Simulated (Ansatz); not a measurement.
A nudged elastic band was laid between two geometries of BClF2 + H2 (6 atoms, charge 0, multiplicity 1).

All numbers below come from Ansatz 0.2.0, RKS PBE-D4/def2-SVP.

```yaml
movable_images: 7
climbing_image: yes
spring: 5.0 eV/Å²
optimiser: quadratic models (default)
start_path: through a guess of the saddle point
force_threshold: 0.03 eV/Å
iteration_limit: 60
end_points: relaxed
```

First end point:

```xyz
6
Properties=species:S:1:pos:R:3
B -0.025 0.472 -0.035
F -0.021 0.810 1.245
F 1.126 0.226 -0.638
Cl -1.532 0.376 -0.925
H -0.251 -2.371 0.775
H -0.106 -2.017 1.442
```

Last end point:

```xyz
6
Properties=species:S:1:pos:R:3
B -0.073 -0.446 -0.410
F -0.056 -0.021 1.856
F 1.097 0.134 -0.639
Cl -1.552 0.386 -0.890
H -0.115 -1.619 -0.092
H -0.110 -0.940 2.038
```

(1) Which bonds break or form, and what moves?

(2) What energy profile does the band end with?

(3) What is the geometry of the highest image?

(4) What are the harmonic wavenumbers there?

The band took 43 iterations and of the order of 2.8 core-minutes.

Results:

(1) Bonds broken: B1–F2, H5–H6. Bonds formed: B1–H5, F2–H6. BClF2 + H2 becomes BClFH + FH.

(2) The forces met the threshold. The highest image is number 6 of 0 to 8, 1.76 eV above the first end and 0.45 eV above the last; the last end lies 1.31 eV above the first. A vibrational analysis at the climbing image gives one clearly imaginary mode, 955i cm⁻¹: a first-order saddle point. The orbitals stay closed-shell, which can raise the energy where a bond breaks towards radicals; this wasn't checked here.

```
image  path coordinate (Å)  energy (eV)  B1–F2 (Å)  H5–H6 (Å)  B1–H5 (Å)
    0                 0.00         0.00       1.32       0.77       2.96
    1                 0.33         0.01       1.32       0.77       2.68
    2                 0.66         0.05       1.33       0.77       2.38
    3                 0.98         0.18       1.33       0.77       2.09
    4                 1.31         0.51       1.36       0.78       1.78
    5                 1.64         1.24       1.46       0.88       1.51
    6                 1.97         1.76       1.64       1.10       1.34
    7                 2.50         1.38       2.08       1.60       1.23
    8                 3.03         1.31       2.31       2.24       1.22
```

(3) 
```xyz
6
Properties=species:S:1:pos:R:3
B -0.069 -0.280 -0.013
F -0.072 0.063 1.595
F 1.116 0.071 -0.516
Cl -1.569 0.260 -0.789
H -0.118 -1.578 0.314
H -0.097 -1.041 1.272
```

(4) 955i, 258, 341, 434, 679, 794, 937, 1107, 1273, 1358, 1920, 2180 cm⁻¹.

Time of the run: 2.8 min on 1 thread of AMD EPYC 9R45 96-Core Processor (Zen 5), on a shared host, peak memory 0.14 GiB.
